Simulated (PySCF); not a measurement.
```xyz
4
charge 1 multiplicity 3, angstrom
Os    0.0000    0.0000    0.0000
Cl    2.1365    0.0000    0.0000
Cl   -1.0683    1.8502    0.0000
Cl   -1.0682   -1.8503    0.0000
```

These are results of PySCF, UPBE0, basis Os def2-SVP with ECP60, Cl def2-SVP (scalar-relativistic core potentials, no spin–orbit coupling, density fitting), not measurements.

This geometry of OsCl₃⁺ is a stationary point at this level.

(1) What is the point group?

(2) Is it a minimum?

(3) Which band is strongest in the infrared?

(4) Give the atomic charges and bond orders.

(5) Give the ideal-gas entropy at 298.15 K and 1 bar by parts.

Results:

(1) D3h.

(2) Yes: all harmonic wavenumbers are real.

(3) 484 cm⁻¹ (e'), 77 km/mol.

(4) 
| atom | Mulliken | Löwdin | polar tensor | spin (Mulliken) | Mayer order to Os1 |
| --- | --- | --- | --- | --- | --- |
| Os1 | 0.67 | -0.36 | 1.40 | 1.65 | – |
| Cl2,3,4 | 0.11 | 0.45 | -0.13 | 0.12 | 1.44 |

(5) translation 179.9, rotation 104.8, vibration 52.8, spin 9.1; total 346.6 J/(mol K).

Other isomers or separated fragments may lie lower. Other spin states or occupations of the open shell can lie lower. With an element this heavy the missing spin–orbit coupling can shift these numbers.
